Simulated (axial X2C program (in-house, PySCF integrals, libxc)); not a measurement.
# NaCs: cheaper levels and CCSD(T), 2c

All values were computed with an in-house all-electron X2C program for linear molecules (integrals from PySCF). Two-component (2c) means X2C with spin–orbit coupling and atomic mean-field two-electron Coulomb and Gaunt terms. Basis: Cs dyall-cv3z [15s15p9d4f1g], Na dyall-cv3z [9s8p5d2f] (cores contracted in-house); Gaussian nuclei, density fitting, unrestricted open shells. Masses: Cs 132.905 u, Na 22.990 u.

State: Ω = 0 (closed shell); fragments Cs + Na.

```tsv
level	Re (Å)	ωe (cm⁻¹)	De (eV)
PBE0	3.896	98.2	0.583
HF	4.107	91.5	-0.065
MP2	3.894	99.9	0.383
CCSD	3.937	97.1	0.559
PBE	3.881	95.7	0.658
```

Correlated methods: 10 electrons correlated (number of frozen shells: Cs 4 s, 3 p, 2 d; Na 2 s, 1 p), 318 virtual spin orbitals or spinors in MP2, 90 natural virtuals in coupled cluster.

CCSD(T), same Hamiltonian and basis:

Re = 3.919 Å, ωe = 96.7 cm⁻¹, De = 0.58 eV; T1 = 0.021 (Lee–Taylor normalisation).

**Question.** Give the differences from CCSD(T) in the columns below.

**Answer.** 

```csv
level,ΔRe (Å),Δωe (cm⁻¹),ΔDe (eV)
PBE0,-0.023,1.5,0.00
HF,0.188,-5.2,-0.64
MP2,-0.025,3.2,-0.20
CCSD,0.018,0.4,-0.02
PBE,-0.038,-1.0,0.08
```

One determinant describes the state; a PBE0 search over occupations chose it and may have missed a lower one. The closed shell is kept restricted, so the energy runs too high when the bond is stretched far. De is counted from the lowest determinant-based energies of the atoms at the same level, without counterpoise correction. Coupled cluster ran in a truncated set of natural virtual spinors; the MP2 energy of the rest was added. (T) has no such correction and the atoms are truncated less, which lowers De at CCSD(T) by a hundredth of an eV or more. With the outer-core shells frozen, correlated bond lengths of heavy atoms tend to come out a few hundredths of an ångström too long.
